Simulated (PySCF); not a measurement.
A PySCF script (with the pyscf-properties extension) for the NMR shieldings of `C/N=C/CS[SiH2][SiH2][SiH3]`, C$_{3}$H$_{13}$NSSi$_{3}$, on a GFN2-xTB geometry:

```python
import basis_set_exchange as bse
import numpy as np
from pyscf import gto, dft
from pyscf.prop import nmr

atoms = """
C    -1.880700    1.599571   -0.428413
N    -1.163837    0.472221    0.079119
C    -1.698636   -0.667565    0.067948
C    -0.985336   -1.880163    0.519015
S    -0.291083   -2.636921   -1.003932
Si    1.666549   -1.700755   -1.016267
Si    1.682059    0.594399   -0.685936
Si    1.256384    1.386963    1.447503
H    -2.868556    1.337914   -0.827177
H    -1.282307    2.073284   -1.208374
H    -1.997406    2.324789    0.377730
H    -2.698284   -0.838792   -0.355306
H    -1.665915   -2.614618    0.947206
H    -0.173637   -1.658403    1.208019
H     2.349213   -2.435332    0.057249
H     2.157783   -2.267434   -2.269054
H     3.069697    0.929362   -1.084876
H     0.898517    1.256886   -1.741653
H     2.507057    1.875283    2.054031
H     0.339557    2.522935    1.507120
H     0.769961    0.343320    2.355575
"""
names = dict.fromkeys(["C", "N", "S", "Si", "H"], "pcSseg-1")
basis = {el: gto.basis.parse(bse.get_basis(n, elements=[el], fmt="nwchem")) for el, n in names.items()}
mol = gto.M(atom=atoms, basis=basis, charge=0, verbose=0)
mf = dft.RKS(mol, xc="PBE0")
mf.grids.level = 2
mf.grids.alignment = dft.numint.BLKSIZE   # the property module wants whole blocks of grid points
mf.conv_tol = 1e-9
mf.kernel()

calc = nmr.RKS(mf)   # GIAO
C = mf.mo_coeff
Co = C[:, mf.mo_occ > 0]
resp = mf.gen_response(singlet=True, hermi=2)
def vind(x):   # induced exchange potential for any number of trial vectors
    d = np.einsum("pi,xij,qj->xpq", C, 2 * x.reshape(-1, C.shape[1], Co.shape[1]), Co, optimize=True)
    return np.einsum("xpq,pi,qj->xij", resp(d - d.transpose(0, 2, 1)), C, Co, optimize=True).ravel()
mo1, _ = nmr.rhf.solve_mo1(calc, with_cphf=vind)
sigma = calc.kernel(mo1)
for i, s in enumerate(sigma):   # ppm
    print("%2d %-2s %9.2f" % (i, mol.atom_pure_symbol(i), np.trace(s) / 3))
```

Problem. Give the expected output.

Solution. 
```
 0 C     139.09
 1 N     -76.74
 2 C      19.81
 3 C     152.88
 4 S     656.28
 5 Si    399.93
 6 Si    475.52
 7 Si    459.87
 8 H      28.92
 9 H      28.13
10 H      28.15
11 H      24.06
12 H      28.72
13 H      28.65
14 H      26.73
15 H      26.97
16 H      28.22
17 H      28.53
18 H      28.04
19 H      28.14
20 H      28.05
```

These numbers come from an equivalent density-fitted implementation of the same equations, which agrees with the script to about 0.01 ppm for H and up to a few tenths of a ppm for heavy atoms, so last digits may differ.

Size and cost of the density-fitted run: 229 basis functions, 110 s wall time on 1 thread of an Arm Neoverse N1, shared host; peak memory 1.1 GiB.
